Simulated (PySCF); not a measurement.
## UHF on Zn⁺ (zinc, charge +1)

Configuration: [Ar] 3d10 4s1, 2S determinant. Calculation: PySCF 2.14, in ANO-RCC-VTZP; the spin-free X2C one-electron Hamiltonian (Gaussian nucleus).

```json
{
  "Total energy": "-1793.980569 hartree",
  "One-electron energy": "-2494.6131 hartree",
  "Hartree (Coulomb) energy": "771.0296 hartree",
  "Exchange energy": "-70.3970 hartree",
  "⟨S²⟩": "0.7509",
  "⟨L²⟩": "0.000",
  "Sum of ⟨r⟩": "18.65 bohr",
  "Sum of ⟨r²⟩": "22.42 bohr²",
  "Langevin diamagnetic susceptibility": "-17.8 ×10⁻⁶ cm³/mol"
}
```

| shell | electrons | mean orbital energy (eV) | rms radius, mean of both spins (bohr) |
| --- | --- | --- | --- |
| 1s α | 1 | -9738.8 | 0.0580 |
| 1s β | 1 | -9738.7 | 0.0580 |
| 2s α | 1 | -1242.8 | 0.244 |
| 2s β | 1 | -1242.7 | 0.244 |
| 2p β | 3 | -1074.3 | 0.219 |
| 2p α | 3 | -1074.3 | 0.219 |
| 3s α | 1 | -167.25 | 0.732 |
| 3s β | 1 | -166.99 | 0.732 |
| 3p β | 3 | -114.92 | 0.777 |
| 3p α | 3 | -114.92 | 0.777 |
| 3d α | 5 | -30.184 | 1.000 |
| 3d β | 5 | -30.158 | 1.000 |
| 4s α | 1 | -16.990 | 2.71 |

Densities and radii are taken from the X2C orbitals without a picture-change correction, which distorts them close to the nucleus.
